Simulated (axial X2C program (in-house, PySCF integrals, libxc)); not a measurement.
# CaSn: cheaper levels and CCSD(T), 2c

All values were computed with an in-house all-electron X2C program for linear molecules (integrals from PySCF). Two-component (2c) means X2C with spin–orbit coupling and atomic mean-field two-electron Coulomb and Gaunt terms. Basis: Sn dyall-cv3z [11s12p9d4f1g], Ca dyall-cv3z [11s12p6d4f] (cores contracted in-house); Gaussian nuclei, density fitting, unrestricted open shells. Masses: Sn 119.902 u, Ca 39.963 u.

State: Ω = 1 (⟨Sz⟩ = 0.99, ⟨Lz⟩ = 0.01 at HF); fragments Sn + Ca.

| level | Re (Å) | ωe (cm⁻¹) |
| --- | --- | --- |
| PBE0 | 3.004 | 184.3 |
| HF | 3.138 | 168.6 |
| CCSD | 3.117 | 171.5 |
| BLYP | 3.020 | 177.3 |

Correlated methods: 6 electrons correlated (number of frozen shells: Sn 4 s, 3 p, 2 d; Ca 3 s, 2 p), 312 virtual spin orbitals or spinors in MP2, 83 natural virtuals in coupled cluster.

CCSD(T), same Hamiltonian and basis:

Re = 3.116 Å, ωe = 171.8 cm⁻¹; T1 = 0.044 (Lee–Taylor normalisation).

(1) Give the differences from CCSD(T) in the columns below.

One determinant describes the state; a PBE0 search over occupations chose it and may have missed a lower one. De is not given where an atomic determinant may have missed its ground term or J level, or where the truncated virtual space spoils (T). Density functionals use the spin component along the axis (collinear). CCSD and (T) use frozen natural virtuals with an MP2 correction for the truncation; (T) itself is uncorrected, so its De runs slightly low. Other states lie close and PBE0, whose exact exchange favours high spin, may order them wrongly; the determinant shown need not be the ground state. The nearest other 2c determinant of the search, Ω = 0, lies 0.49 eV up at the distance of the search. The functionals have no current-density term, which raises determinants with orbital currents, atoms included. With several unpaired electrons one determinant need not be a pure state. The outer-core s and p shells of the metal are frozen in the correlated rows, which leaves out core–valence correlation; for alkali and alkaline-earth bonds that tends to lengthen them. Open-shell Ω = 0 determinants with evenly filled partner blocks cannot be reached by this program, so the Ω shown need not be the lowest component. This is the Ω = 1 component of a π² triplet; the 0⁺ component is not one determinant and can lie lowest. The determinant is spin-polarised beyond a pure state at some levels (its spin-free form has ⟨S²⟩ too high), which makes Re and μ there less reliable. The T1 diagnostic is large, a sign of multireference character. With the outer-core shells frozen, correlated bond lengths of heavy atoms tend to come out a few hundredths of an ångström too long.

Answers

(1) 

```json
{"level": "PBE0", "ΔRe (Å)": "-0.112", "Δωe (cm⁻¹)": "12.5"}
{"level": "HF", "ΔRe (Å)": "0.022", "Δωe (cm⁻¹)": "-3.2"}
{"level": "CCSD", "ΔRe (Å)": "0.001", "Δωe (cm⁻¹)": "-0.3"}
{"level": "BLYP", "ΔRe (Å)": "-0.096", "Δωe (cm⁻¹)": "5.5"}
```
